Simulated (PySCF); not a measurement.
Two species compared at the same levels of theory.

First species: C4H8ClFSi.
Cartesian coordinates in Å at the GFN2-xTB level; atoms count from 1:
```
atom  x, y, z in Å
C1     1.5716   -1.1305    1.4784
C2     0.2683   -0.9427    1.3289
Si3   -0.6562   -1.1056   -0.3012
C4    -1.1045    0.6930   -0.8368
Cl5   -2.1870    1.3971    0.3955
C6     0.1047    1.6013   -0.9466
F7     0.9744    1.0889   -1.8785
H8     2.2008   -1.4197    0.6523
H9     2.0699   -1.0058    2.4281
H10   -0.3133   -0.6520    2.1970
H11    0.1696   -1.6865   -1.3580
H12   -1.9312   -1.8042   -0.1308
H13   -1.6601    0.7132   -1.7752
H14   -0.1594    2.6118   -1.2776
H15    0.6478    1.6497    0.0026
```

Second species: CH₇NO₂Si.
SMILES: `CO[Si@H](N)O`

Levels: PBE0/def2-SVPD for dipole moment, HOMO energy, LUMO energy, HOMO–LUMO gap, static isotropic polarisability and electronic spatial extent ⟨r²⟩ about the centre of nuclear charge; TDDFT PBE0/def2-SVPD for lowest singlet excitation; TDA PBE0/def2-SVPD for lowest triplet excitation (Tamm–Dancoff); GFN2-xTB for rotational constant A and rotational constant C. Geometries: GFN2-xTB. Each species is one conformer at its optimised geometry, gas phase, non-relativistic unless stated. Electronic properties by PySCF.

Dipoles, sizes and rotational constants follow the conformer. The torsions of the flexible species, by atom-mapped SMILES:
- `[CH2:1]=[CH:2][SiH2:3][C@@H:4]([Cl:5])[CH2:6][F:7]`: C1–C2–Si3–C4 -107°, C2–Si3–C4–Cl5 -63°, Si3–C4–C6–F7 60°
- `[CH3:1][O:2][Si@H:3]([NH2:4])[OH:5]`: C1–O2–Si3–N4 169°, H–N4–Si3–O2 -68°, H–N4–Si3–O2 64°, H–O5–Si3–O2 170°

Values for the first species:

```
Dipole moment                                                     : 0.70 D
HOMO energy                                                       : -8.00 eV
LUMO energy                                                       : -0.71 eV
HOMO–LUMO gap                                                     : 7.29 eV
Lowest singlet excitation                                         : 6.33 eV
Lowest triplet excitation (Tamm–Dancoff)                          : 4.29 eV
Static isotropic polarisability                                   : 89.3 au
Electronic spatial extent ⟨r²⟩ about the centre of nuclear charge : 1251 bohr²
Rotational constant A                                             : 1.823 GHz
Rotational constant C                                             : 0.994 GHz
```

Task: Estimate the same properties for the second species, and the change in each.

Result: 
| property | first | second | second less first |
| --- | --- | --- | --- |
| dipole moment | 0.70 D | 0.40 D | -0.30 D |
| HOMO energy | -8.00 eV | -7.79 eV | +0.21 eV |
| LUMO energy | -0.71 eV | 0.42 eV | +1.13 eV |
| HOMO–LUMO gap | 7.29 eV | 8.21 eV | +0.92 eV |
| lowest singlet excitation | 6.33 eV | 6.95 eV | +0.62 eV |
| lowest triplet excitation (Tamm–Dancoff) | 4.29 eV | 6.64 eV | +2.35 eV |
| static isotropic polarisability | 89.3 au | 53.6 au | -35.7 au |
| electronic spatial extent ⟨r²⟩ about the centre of nuclear charge | 1251 bohr² | 582 bohr² | -669 bohr² |
| rotational constant A | 1.823 GHz | 6.551 GHz | +4.728 GHz |
| rotational constant C | 0.994 GHz | 2.262 GHz | +1.268 GHz |

On the first: The vertical singlet–triplet gap S1 − T1 is 2.04 eV (TDDFT singlet less Tamm–Dancoff triplet; S1: HOMO→LUMO, weight 0.71; T1: HOMO−1→LUMO, weight 0.46, beside HOMO→LUMO, weight 0.44). A dipole of 0.70 D is allowed in C1, and pure rotational transitions are dipole-allowed.

On the second: The dipole equals about 1.3 × 10⁻³⁰ C·m (1 D = 3.33564 × 10⁻³⁰ C·m). The polarisability is 7.94 Å³ as a volume (1 au = 0.148185 Å³), or 1.07 au for each of the 50 electrons.
